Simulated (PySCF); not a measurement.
## PmO: from constants to spectrum

PBE0 constants of PmO, sextet, about 4.3 electrons in the 4f shell (Mulliken), real f orbitals that mix terms (PySCF, spin-free X2C with a Gaussian nucleus, basis sets Pm x2c-TZVPall, O x2c-TZVPall; masses 144.9127 and 15.9949 u):

| Item | Value |
| --- | --- |
| ωe | 828.7 cm⁻¹ |
| ωexe | 3.54 cm⁻¹ |
| Be | 0.36809 cm⁻¹ |
| αe | 0.00196 cm⁻¹ |
| De to Pm (4f5 6s2) + O | 6.14 eV |

(1) What force constant and bond length do these constants imply?

(2) Estimate the centrifugal constant D from the Kratzer relation and find the Dunham coefficient a1.

Spin–orbit coupling is left out, which matters for elements this heavy, above all for dissociation energies. The state is the lowest single determinant that the PBE0 search found; with open d or f shells the true ground state can be another one.

Results:

(1) Reduced mass μred = 14.405 u; k = 5.8918×10⁻⁷·μred·ωe² (u, cm⁻¹, mdyn/Å) = 5.83 mdyn/Å; Re = √(16.8576/(μred·Be)) (u, cm⁻¹, Å) = 1.783 Å.

(2) D = 4Be³/ωe² = 2.9e-07 cm⁻¹; a1 = −1 − αeωe/(6Be²) = -3.00.
